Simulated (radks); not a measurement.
Results of a calculation; reference values are marked as such.
Question: Yb26+, configuration [Kr] 4d8 (the NIST ground configuration). Code: a radial shooting solver on a logarithmic mesh with Libxc functionals. Model: non-relativistic Kohn-Sham, PBE, spin-polarised, spherical densities, point nucleus; open shells are filled with parallel spins first (spin-orbit coupling, left out, can overturn this in heavy ions); relativity is left out, which matters for an element this heavy. Some entries of the table are withheld. Estimate them.

orbital,occ.,eigenvalue (hartree),r(max) (bohr),<1/r> (bohr^-1)
1s up,1,-2117.703,0.01436,69.45
1s down,1,-2117.702,0.01436,69.45
2s up,1,-370.5007,0.07842,16.23
2s down,1,-370.4314,0.07841,16.23
2p up,3,-355.5074,0.06095,16.26
2p down,3,-355.4548,0.06094,16.26
3s up,1,-107.7059,0.2161,6.234
3s down,1,-107.6722,0.2161,6.235
3p up,3,-100.9321,0.2040,6.178
3p down,3,-100.8970,0.2040,6.179
3d up,5,-88.35184,0.1617,6.084
3d down,5,-88.29885,0.1617,6.083
4s up,1,-43.28613,0.4707,2.903
4s down,1,-43.13976,0.4708,2.900
4p up,3,-40.42384,0.4694,2.838
4p down,3,-40.27764,0.4694,2.835
4d up,5,-35.28141,0.4586,2.710
4d down,3,-35.13463,0.4587,2.707
5s up,0,-22.92851,0.8863,(1)
5s down,0,-22.87089,0.8875,(2)
5p up,0,-21.65392,(3),1.551
5p down,0,-21.59813,(4),1.548

Answer: 
(1) 5s up <1/r> (bohr^-1): 1.592
(2) 5s down <1/r> (bohr^-1): 1.589
(3) 5p up r(max) (bohr): 0.9032
(4) 5p down r(max) (bohr): 0.9045
